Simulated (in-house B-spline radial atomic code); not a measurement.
**Binding energies in the sulfur ion S⁹⁺**

NIST's tabulated ground configuration is [He] 2s2 2p3; each binding energy is the energy of the ion with one electron taken from that subshell, relaxed, less that of the parent. All numbers are computed (Dirac-Hartree-Fock, average of configuration; Fermi nucleus of rms radius 3.2611 fm) with a B-spline radial code for spherical atoms, not measured. Energies include first-order Breit, QED and recoil terms.

```csv
subshell,X-ray name,binding energy (eV),-ε (eV),relaxation (eV)
1s,K,2808.6,2823.3,12.4
2s,L1,485.5,487.0,1.2
2p,"L2,3",441.5,443.2,1.6
```

Relaxation = -ε minus the binding energy without Breit, QED and recoil terms.

(1) What does it cost to remove two 2p electrons?

(2) What does it cost to remove two 1s electrons?

(3) What does it cost to remove both a 2s and a 2p electron?

Results:

(1) 942.79 eV, which is 59.77 eV more than the two single binding energies together.

(2) 5864.7 eV, which is 247.4 eV more than the two single binding energies together.

(3) 978.63 eV, which is 51.58 eV more than the two single binding energies together.
